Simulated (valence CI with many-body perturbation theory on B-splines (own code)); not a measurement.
# Energy levels of Pr XLV

Computed by valence CI with perturbative core correlation (CI+MBPT): five valence electrons over a frozen Dirac-Fock core [Ne], radial functions for each j: 9 s, 9 p, 8 d, 6 f, 3 g, 1 h, with the one-electron correlation potential Σ1, the two-electron term Σ2, the three-electron term Σ3, Breit, model QED; selected CI, second order for the rest, scaled by the run's own slope (own B-spline code, finite nucleus).

No measured spectrum was set against this ion. As an estimate, large intervals hold to a few tenths of a per cent, small ones and those within an open d or f shell to about a per cent. Among the levels kept, up to 1200 cm⁻¹ of a level comes from second order outside the variational space, and about a tenth of that is noise between levels of different J, which matters for small intervals.

Levels 1 to 33 of 33, with energies above the lowest level, (3s^2 3p1/2^2 3p3/2) J=3/2. "Leading %" is the weight of the configuration and term that name the level; weights of strongly mixed levels are sums over their largest components and can fall short, so below about 35 % the name and the second component can differ from the true leading terms, or belong to a minority configuration. In the jj column 3d3/2^4 stands for four electrons in 3d with j = 3/2. Lifetimes count E1, E2, E3, M1 and M2 decay at the calculated energies, and are blank where another channel may lead or the interval is too uncertain; long ones can be off by a factor of two.

```
No.  Configuration  Term    J  E (eV)  Leading %                     Leading jj  Lifetime  Second component
  1         3s²3p³   ²P°  3/2    0.00         45      3s^2 3p1/2^2 3p3/2 (98 %)             28 % 3s²3p³ ⁴S°
  2         3s²3p³   ⁴S°  3/2  111.13         53      3s^2 3p1/2 3p3/2^2 (98 %)   70.4 ns   45 % 3s²3p³ ²D°
  3         3s²3p³   ²D°  5/2  120.26         99      3s^2 3p1/2 3p3/2^2 (99 %)    381 ns                  
  4         3s²3p³   ²P°  1/2  131.60         98      3s^2 3p1/2 3p3/2^2 (98 %)    101 ns                  
  5       3s²3p²3d    ²D  3/2  170.92         36      3s^2 3p1/2^2 3d3/2 (97 %)    227 ps  36 % 3s²3p²3d ⁴F
  6       3s²3p²3d    ²D  5/2  204.85         25      3s^2 3p1/2^2 3d5/2 (85 %)   22.7 ps  19 % 3s²3p²3d ⁴D
  7          3s3p⁴    ⁴P  5/2  235.95         61      3s 3p1/2^2 3p3/2^2 (80 %)   9.26 ps     20 % 3s3p⁴ ²D
  8         3s²3p³   ²P°  3/2  244.08         53            3s^2 3p3/2^3 (98 %)   33.4 ns   28 % 3s²3p³ ²D°
  9          3s3p⁴    ²S  1/2  256.70         50      3s 3p1/2^2 3p3/2^2 (84 %)   7.08 ps     31 % 3s3p⁴ ⁴P
 10          3s3p⁴    ²P  3/2  257.05         29      3s 3p1/2^2 3p3/2^2 (71 %)   4.61 ps     28 % 3s3p⁴ ²D
 11       3s²3p²3d    ²F  5/2  281.05         47  3s^2 3p1/2 3p3/2 3d3/2 (97 %)    307 ps  45 % 3s²3p²3d ⁴F
 12       3s²3p²3d    ⁴F  3/2  282.60         32  3s^2 3p1/2 3p3/2 3d3/2 (93 %)   21.1 ps  29 % 3s²3p²3d ⁴D
 13       3s²3p²3d    ⁴D  1/2  283.01         79  3s^2 3p1/2 3p3/2 3d3/2 (98 %)    199 ps  14 % 3s²3p²3d ²P
 14       3s²3p²3d    ²G  7/2  290.04         44  3s^2 3p1/2 3p3/2 3d3/2 (94 %)   52.0 ns  28 % 3s²3p²3d ²F
 15       3s²3p²3d    ⁴D  7/2  309.13         47  3s^2 3p1/2 3p3/2 3d5/2 (99 %)   2.66 ns  37 % 3s²3p²3d ⁴F
 16       3s²3p²3d    ⁴P  5/2  311.59         29  3s^2 3p1/2 3p3/2 3d3/2 (72 %)   1.44 ps  25 % 3s²3p²3d ²D
 17       3s²3p²3d    ²P  3/2  313.05         38  3s^2 3p1/2 3p3/2 3d5/2 (83 %)   47.3 ps  25 % 3s²3p²3d ⁴P
 18       3s²3p²3d    ²D  3/2  317.69         26  3s^2 3p1/2 3p3/2 3d3/2 (77 %)    798 fs  22 % 3s²3p²3d ⁴P
 19       3s²3p²3d    ²P  1/2  318.00         39  3s^2 3p1/2 3p3/2 3d3/2 (87 %)   1.08 ps  36 % 3s²3p²3d ⁴P
 20       3s²3p²3d    ²D  5/2  318.09         38  3s^2 3p1/2 3p3/2 3d5/2 (77 %)   8.91 ps  27 % 3s²3p²3d ⁴D
 21       3s²3p²3d    ²G  9/2  318.84         57  3s^2 3p1/2 3p3/2 3d5/2 (98 %)   5.24 μs  42 % 3s²3p²3d ⁴F
 22       3s²3p²3d    ²F  7/2  336.75         49  3s^2 3p1/2 3p3/2 3d5/2 (89 %)   5.82 ps  27 % 3s²3p²3d ²G
 23       3s²3p²3d    ²D  5/2  338.50         39  3s^2 3p1/2 3p3/2 3d5/2 (83 %)   2.75 ps  24 % 3s²3p²3d ⁴P
 24       3s²3p²3d    ²D  3/2  342.51         60  3s^2 3p1/2 3p3/2 3d5/2 (87 %)   6.81 ps  15 % 3s²3p²3d ⁴D
 25       3s²3p²3d    ²P  1/2  344.37         47  3s^2 3p1/2 3p3/2 3d5/2 (85 %)   4.72 ps  35 % 3s²3p²3d ²S
 26          3s3p⁴    ⁴P  3/2  360.22         49        3s 3p1/2 3p3/2^3 (70 %)   3.24 ps     20 % 3s3p⁴ ²D
 27          3s3p⁴    ²D  5/2  371.00         61        3s 3p1/2 3p3/2^3 (74 %)   3.33 ps     15 % 3s3p⁴ ⁴P
 28          3s3p⁴    ²P  1/2  386.72         41        3s 3p1/2 3p3/2^3 (66 %)   1.72 ps     26 % 3s3p⁴ ⁴P
 29          3s3p⁴    ²P  3/2  387.59         45        3s 3p1/2 3p3/2^3 (74 %)   1.59 ps     22 % 3s3p⁴ ²D
 30        3s3p³3d   ⁴D°  5/2  400.18         28  3s 3p1/2^2 3p3/2 3d3/2 (91 %)   52.5 ps  26 % 3s3p³3d ⁶D°
 31        3s3p³3d   ⁶D°  3/2  401.83         32  3s 3p1/2^2 3p3/2 3d3/2 (92 %)   33.2 ps  17 % 3s3p³3d ⁴D°
 32        3s3p³3d   ⁴P°  1/2  402.81         40  3s 3p1/2^2 3p3/2 3d3/2 (92 %)   59.1 ps  40 % 3s3p³3d ⁶D°
 33        3s3p³3d   ⁶D°  7/2  406.20         27  3s 3p1/2^2 3p3/2 3d3/2 (80 %)   66.0 ps  22 % 3s3p³3d ⁴F°
```

The ionisation energy to 3s²3p² ³P0 of the next ion comes out as 3514.7 eV (NIST: 3512 ± 4 eV (theoretical)). All 33 levels together are meant to be complete up to 417.90 eV.
